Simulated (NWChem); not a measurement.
System: CHOS cation; SMILES [OH+]=C=S

Here is an NWChem input.

```
start job
memory heap 200 mb stack 900 mb global 1100 mb
charge 1
geometry units angstroms
  O     -1.596589    -0.240246     0.387711
  C     -0.421304    -0.016675     0.134541
  S      1.023044     0.116786    -0.274066
  H     -2.181949     0.296967     0.961229
end
basis spherical
  * library def2-tzvp
end
dft
  xc pbe0
  disp vdw 4
  iterations 150
end
driver
  maxiter 120
end
task dft optimize
task dft freq
```

Output (shortened):

```
             Northwest Computational Chemistry Package (NWChem) 7.3.0
             --------------------------------------------------------

 CS  symmetry detected

                             Geometry "geometry" -> ""
                             -------------------------

 Output coordinates in angstroms (scale by  1.889725989 to convert to a.u.)

  No.       Tag          Charge          X              Y              Z
 ---- ---------------- ---------- -------------- -------------- --------------
    1 O                    8.0000    -0.07864884     1.62107076     0.00000000
    2 C                    6.0000     0.02808712     0.40288304     0.00000000
    3 S                   16.0000    -0.01214240    -1.10353464     0.00000000
    4 H                    1.0000     0.65494637     2.27068996     0.00000000

 Effective nuclear repulsion energy (a.u.)      87.7290000623

      Symmetry information
      --------------------

 Group name             Cs
 Group number              2
 Group order               2
 No. of unique centers     4

                                Z-matrix (autoz)
                                --------

 Units are Angstrom for bonds and degrees for angles

      Type          Name      I     J     K     L     M      Value
      ----------- --------  ----- ----- ----- ----- ----- ----------
    1 Stretch                  1     2                       1.22285
    2 Stretch                  1     4                       0.97988
    3 Stretch                  2     3                       1.50695
    4 Bend                     1     2     3               173.46286
    5 Bend                     2     1     4               126.51840
    6 Torsion                  3     2     1     4         180.00000

                           NWChem Geometry Optimization
                           ----------------------------

 maximum gradient threshold         (gmax) =   0.000450
 rms gradient threshold             (grms) =   0.000300
 maximum cartesian step threshold   (xmax) =   0.001800
 rms cartesian step threshold       (xrms) =   0.001200
 fixed trust radius                (trust) =   0.300000
 source of zmatrix                         =   autoz

          -------------------
          Energy Minimization
          -------------------

 Using diagonal initial Hessian
 Scaling for Hessian diagonals: bonds = 1.00  angles = 0.25  torsions = 0.10

          --------
          Step   0

                                 NWChem DFT Module
                                 -----------------

 Summary of "ao basis" -> "ao basis" (spherical)
 ------------------------------------------------------------------------------
       Tag                 Description            Shells   Functions and Types
 ---------------- ------------------------------  ------  ---------------------
 O                         def2-tzvp                11       31   5s3p2d1f
 C                         def2-tzvp                11       31   5s3p2d1f
 S                         def2-tzvp                13       37   5s5p2d1f
 H                         def2-tzvp                 4        6   3s1p

      Symmetry analysis of basis
      --------------------------

        a'         72
        a"         33

            General Information
            -------------------
          SCF calculation type: DFT
          Wavefunction type:  closed shell.
          No. of atoms     :     4
          No. of electrons :    30
           Alpha electrons :    15
            Beta electrons :    15
          Charge           :     1
          Spin multiplicity:     1
          Use of symmetry is: on ; symmetry adaption is: on
          Maximum number of iterations: 150
          AO basis - number of functions:   105
                     number of shells:    39
          Convergence on energy requested:  1.00D-06
          Convergence on density requested:  1.00D-05
          Convergence on gradient requested:  5.00D-04

              XC Information
              --------------
                         PBE0 Method XC Functional
                     Hartree-Fock (Exact) Exchange  0.250
          PerdewBurkeErnzerhof Exchange Functional  0.750
            Perdew 1991 LDA Correlation Functional  1.000 local
           PerdewBurkeErnz. Correlation Functional  1.000 non-local

             Grid Information
             ----------------
          Grid used for XC integration:  medium
          Radial quadrature: Mura-Knowles
          Angular quadrature: Lebedev.
          Tag              B.-S. Rad. Rad. Pts. Rad. Cut. Ang. Pts.
          ---              ---------- --------- --------- ---------
          O                   0.60       49           9.0       434
          C                   0.70       49           8.0       434
          S                   1.00       88          10.0       590
          H                   0.35       45          10.0       434
          Grid pruning is: on
          Number of quadrature shells:   231
          Spatial weights used:  Erf1

           DFT-D3BJ Model
          s6 scale factor  :        1.000000000000
          s8 scale factor  :        1.217700000000
          a1 parameter     :        0.414500000000
          a2 parameter     :        4.859300000000
              vdW contrib  :       -0.001790136996

      Superposition of Atomic Density Guess
      -------------------------------------

 Sum of atomic energies:        -510.43494599

 Renormalizing density from      31.00 to     30

      Non-variational initial energy
      ------------------------------

 Total energy =    -501.048658
 1-e energy   =    -848.982457
 2-e energy   =     260.204798
 HOMO         =      -0.761628
 LUMO         =      -0.378168

      Symmetry analysis of molecular orbitals - initial
      -------------------------------------------------

  Numbering of irreducible representations:

     1 a'          2 a"

  Orbital symmetries:

     1 a'          2 a'          3 a'          4 a'          5 a'
     6 a'          7 a"          8 a'          9 a'         10 a'
    11 a'         12 a"         13 a'         14 a'         15 a"
    16 a'         17 a"         18 a'         19 a'         20 a'
    21 a'         22 a"         23 a'         24 a'         25 a'

   convergence    iter        energy       DeltaE   RMS-Dens  Diis-err
 ---------------- ----- ----------------- --------- --------- ---------
 d= 0,ls=0.0,diis     1   -511.4118260232 -5.99D+02  1.54D-02  3.44D+00
 d= 0,ls=0.0,diis     2   -511.1056487763  3.06D-01  1.17D-02  4.31D+00
 d= 0,ls=0.0,diis     3   -511.4295980154 -3.24D-01  5.16D-03  9.71D-01
 d= 0,ls=0.0,diis     4   -511.5674921878 -1.38D-01  1.17D-03  8.63D-02
 d= 0,ls=0.0,diis     5   -511.5753666520 -7.87D-03  3.89D-04  1.00D-02
  Resetting Diis
 d= 0,ls=0.0,diis     6   -511.5762381757 -8.72D-04  1.09D-04  4.60D-04
 d= 0,ls=0.0,diis     7   -511.5762976247 -5.94D-05  2.49D-05  3.20D-06
 d= 0,ls=0.0,diis     8   -511.5762960760  1.55D-06  1.73D-05  1.50D-05
 d= 0,ls=0.0,diis     9   -511.5762981000 -2.02D-06  2.98D-06  2.37D-07
 d= 0,ls=0.0,diis    10   -511.5762981298 -2.97D-08  8.07D-07  9.47D-09

         Total DFT energy =     -511.576298129765
      One electron energy =     -870.012568984306
           Coulomb energy =      310.188364649606
    Exchange-Corr. energy =      -39.479303720384
 Nuclear repulsion energy =       87.729000062315

    Dispersion correction =       -0.001790136996

 Numeric. integr. density =       29.999998151802

                  Occupations of the irreducible representations
                  ----------------------------------------------

                     irrep           alpha         beta
                     --------     --------     --------
                     a'               12.0         12.0
                     a"                3.0          3.0

                       DFT Final Molecular Orbital Analysis
                       ------------------------------------

 Vector   13  Occ=2.000000D+00  E=-7.438348D-01  Symmetry=a'
              MO Center= -2.7D-02, -9.3D-01, -1.8D-15, r^2= 1.8D+00
   Bfn.  Coefficient  Atom+Function         Bfn.  Coefficient  Atom+Function
  ----- ------------  ---------------      ----- ------------  ---------------
    66      0.427275  3 S  s                 78     -0.374090  3 S  py
    67      0.313873  3 S  s                 65     -0.276830  3 S  s
    38      0.204522  2 C  py                75     -0.172972  3 S  py
    34     -0.145920  2 C  s                 69      0.145585  3 S  py
    35     -0.140230  2 C  s                  7     -0.117787  1 O  py

[...]

      ----------------------
      Optimization converged
      ----------------------

  Step       Energy      Delta E   Gmax     Grms     Xrms     Xmax
  ---- ---------------- -------- -------- -------- -------- --------
@    4    -511.57729515 -9.1D-08  0.00004  0.00002  0.00027  0.00071
                                     ok       ok       ok       ok

                                Z-matrix (autoz)
                                --------

 Units are Angstrom for bonds and degrees for angles

      Type          Name      I     J     K     L     M      Value     Gradient
      ----------- --------  ----- ----- ----- ----- ----- ---------- ----------
    1 Stretch                  1     2                       1.22700    0.00002
    2 Stretch                  1     4                       0.98134    0.00004
    3 Stretch                  2     3                       1.49407    0.00003
    4 Bend                     1     2     3               175.02232   -0.00001
    5 Bend                     2     1     4               119.38831    0.00000
    6 Torsion                  3     2     1     4         180.00000    0.00000

                         Geometry "geometry" -> "geometry"
                         ---------------------------------

 Output coordinates in angstroms (scale by  1.889725989 to convert to a.u.)

  No.       Tag          Charge          X              Y              Z
 ---- ---------------- ---------- -------------- -------------- --------------
    1 O                    8.0000    -0.11834409     1.64069958     0.00000000
    2 C                    6.0000     0.00354070     0.41976562     0.00000000
    3 S                   16.0000     0.02239907    -1.07418102     0.00000000
    4 H                    1.0000     0.68464657     2.20482493     0.00000000

 Effective nuclear repulsion energy (a.u.)      88.1258509951

      Symmetry information
      --------------------

 Group name             Cs
 Group number              2
 Group order               2
 No. of unique centers     4

                Final and change from initial internal coordinates
                --------------------------------------------------

                                Z-matrix (autoz)
                                --------

 Units are Angstrom for bonds and degrees for angles

      Type          Name      I     J     K     L     M      Value       Change
      ----------- --------  ----- ----- ----- ----- ----- ---------- ----------
    1 Stretch                  1     2                       1.22700    0.00415
    2 Stretch                  1     4                       0.98134    0.00146
    3 Stretch                  2     3                       1.49407   -0.01289
    4 Bend                     1     2     3               175.02232    1.55945
    5 Bend                     2     1     4               119.38831   -7.13010
    6 Torsion                  3     2     1     4         180.00000    0.00000

 ==============================================================================
                                internuclear distances
 ------------------------------------------------------------------------------
       center one      |      center two      | atomic units |  angstroms
 ------------------------------------------------------------------------------
    2 C                |   1 O                |     2.31870  |     1.22700
    3 S                |   2 C                |     2.82337  |     1.49407
    4 H                |   1 O                |     1.85447  |     0.98134
 ------------------------------------------------------------------------------
                         number of included internuclear distances:          3
 ==============================================================================

[second-derivative integrals and response iterations left out]

  Vibrational analysis via the FX method

  See chapter 2 in "Molecular Vibrations" by Wilson, Decius and Cross

  Vib: Default input used

 ---------------------------- Atom information ----------------------------
     atom    #        X              Y              Z            mass
 --------------------------------------------------------------------------
    O        1 -2.2363790D-01  3.1004726D+00  0.0000000D+00  1.5994910D+01
    C        2  6.6909512D-03  7.9324201D-01  0.0000000D+00  1.2000000D+01
    S        3  4.2328104D-02 -2.0299078D+00  0.0000000D+00  3.1972070D+01
    H        4  1.2937944D+00  4.1665150D+00  0.0000000D+00  1.0078250D+00
 --------------------------------------------------------------------------

[unprojected Hessian and modes left out]

[...]

 Rotational Constants
 --------------------
 A=  26.102562 cm-1  ( 37.554925 K)
 B=   0.193737 cm-1  (  0.278738 K)
 C=   0.192310 cm-1  (  0.276684 K)

 Temperature                      =   298.15K
 frequency scaling parameter      =   1.0000

 Zero-Point correction to Energy  =   12.111 kcal/mol  (  0.019300 au)
 Thermal correction to Energy     =   14.249 kcal/mol  (  0.022708 au)
 Thermal correction to Enthalpy   =   14.841 kcal/mol  (  0.023651 au)

 Total Entropy                    =   59.947 cal/mol-K
   - Translational                =   38.226 cal/mol-K (mol. weight =  60.9748)
   - Rotational                   =   20.036 cal/mol-K (symmetry #  =        1)
   - Vibrational                  =    1.684 cal/mol-K

 Cv (constant volume heat capacity) =    9.406 cal/mol-K
   - Translational                  =    2.979 cal/mol-K
   - Rotational                     =    2.979 cal/mol-K
   - Vibrational                    =    3.447 cal/mol-K

[normal modes left out]

 ----------------------------------------------------------------------------
 Normal Eigenvalue ||           Projected Infra Red Intensities
  Mode   [cm**-1]  || [atomic units] [(debye/angs)**2] [(KM/mol)] [arbitrary]
 ------ ---------- || -------------- ----------------- ---------- -----------
    1       -0.000 ||    0.016400           0.378        15.987       1.097
    2       -0.000 ||    0.000028           0.001         0.028       0.002
    3        0.000 ||    0.198518           4.580       193.525      13.278
    4        0.000 ||    0.004988           0.115         4.863       0.334
    5        0.000 ||    0.009278           0.214         9.044       0.621
    6        0.000 ||    0.014507           0.335        14.142       0.970
    7      450.965 ||    0.028936           0.668        28.208       1.935
    8      489.194 ||    0.002157           0.050         2.102       0.144
    9      940.054 ||    0.000424           0.010         0.413       0.028
   10     1021.157 ||    0.310693           7.168       302.879      20.781
   11     1968.014 ||    0.565415          13.045       551.194      37.818
   12     3606.558 ||    0.642788          14.830       626.622      42.993
 ----------------------------------------------------------------------------
```

Level: PBE0-D3(BJ)/def2-TZVP.
